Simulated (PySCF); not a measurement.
## Trend along the fifth-period p block: MCl cations

PBE0 with double-zeta basis sets in PySCF, for the lowest determinant that a PBE0 search found; no spin–orbit coupling. De refers to high-spin ground-configuration atoms (the charge goes to the atom of lower measured ionisation energy or higher electron affinity, which is not always the lowest computed limit). A positive dipole points towards Cl; it is taken about the centre of mass and depends on that origin.

| M | basis | charged atom | state (unpaired electrons) | Re (Å) | ωe (cm⁻¹) | De (eV) | μ (D) |
| --- | --- | --- | --- | --- | --- | --- | --- |
| In | x2c-SVPall | In+ | doublet (σ ↑) | 2.331 | 325 | 0.77 | -3.08 |
| Sn | def2-SVP | Sn+ | singlet (closed shell) | 2.295 | 428 | 4.14 | -2.87 |
| Sb | def2-SVP | Sb+ | doublet (π ↑) | 2.275 | 445 | 3.48 | -2.02 |
| I | def2-SVP | I+ | doublet (π ↑) | 2.272 | 437 | 2.50 | -0.38 |

(1) By what factor does the harmonic wavenumber vary along the series?

The rows differ in basis set, which adds steps of its own.

The state changes along the series, so neighbouring rows are not always alike in their bonding.

These are scalar-relativistic numbers at best; spin–orbit coupling would shift them, the dissociation energy most. For an ion De counts to the pair picked by the measured ionisation energies or electron affinities, which need not be the lowest pair at this level. States were picked by a PBE0 search and need not be the measured ground states.

Results:

(1) At PBE0 it runs from 325 cm⁻¹ (InCl⁺) to 445 cm⁻¹ (SbCl⁺), a factor of 1.37.
